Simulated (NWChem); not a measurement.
A series in which one site is exchanged, each optimised at PBE0/def2-SVP with NWChem, gas phase unless a solvent is named. Some are not confirmed as minima by frequencies. def2 effective core potentials on I, Au; no spin-orbit coupling.

A: [O+]#[C-]->[Au][F] (CAuFO; site = F)
B: [O+]#[C-]->[AuH] (CHAuO; site = H)
C: [Cl][Au]<-[C-]#[O+] (CAuClO; site = Cl)
D: [C-](#[O+])->[Au][I] (CAuIO; site = I)

### Question
Rank them by lowest singlet excitation, CAM-B3LYP/def2-SVPD, TDA (eV), lowest first.

### Answer
D (4.25), B (4.61), C (5.08), A (5.43)
